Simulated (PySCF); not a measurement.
B(OCH3)3, optimised at PBE0/def2-TZVP:

```xyz
16

C     -0.5101     2.3419    -0.2290
O      0.4097     1.2933    -0.0105
B     -0.0117    -0.0028    -0.0077
O      0.8823    -1.0095     0.2038
C      2.2466    -0.7180     0.4210
O     -1.3270    -0.2921    -0.2163
C     -1.7714    -1.6323    -0.2149
H     -0.9908     2.2510    -1.2066
H     -1.2892     2.3528     0.5378
H      0.0442     3.2800    -0.1889
H      2.3832    -0.0990     1.3116
H      2.7677    -1.6655     0.5607
H      2.6812    -0.1923    -0.4334
H     -2.8459    -1.6232    -0.3996
H     -1.2780    -2.2148    -0.9974
H     -1.5769    -2.1139     0.7470
```

Computed with PySCF and rigid-rotor harmonic-oscillator thermochemistry at 1 bar. 6-31G* has spherical d functions here. All species are closed-shell singlets. B3LYP is the form with VWN-RPA correlation.

Question: List the harmonic frequencies (cm⁻¹, unscaled) at this level and at the other levels, each on its own geometry.

Answer: 
- PBE0/def2-TZVP: 61, 62, 64, 108, 175, 175, 183, 183, 298, 525, 525, 684, 751, 1087, 1087, 1160, 1185, 1185, 1185, 1201, 1201, 1252, 1401, 1401, 1479, 1492, 1492, 1492, 1494, 1494, 1498, 1524, 1524, 3041, 3041, 3042, 3109, 3109, 3110, 3137, 3137, 3137
- B3LYP/6-31G*: 43, 43, 48, 104, 175, 175, 181, 182, 299, 527, 527, 673, 744, 1070, 1070, 1155, 1193, 1193, 1194, 1213, 1213, 1256, 1407, 1407, 1512, 1526, 1526, 1527, 1528, 1528, 1532, 1548, 1548, 3044, 3044, 3046, 3107, 3107, 3108, 3133, 3133, 3134
- HF/6-31G*: 93, 94, 97, 113, 187, 187, 190, 190, 320, 562, 562, 746, 793, 1170, 1170, 1265, 1303, 1304, 1304, 1322, 1322, 1366, 1504, 1504, 1643, 1654, 1654, 1656, 1656, 1656, 1657, 1668, 1668, 3221, 3221, 3223, 3288, 3288, 3289, 3305, 3305, 3305
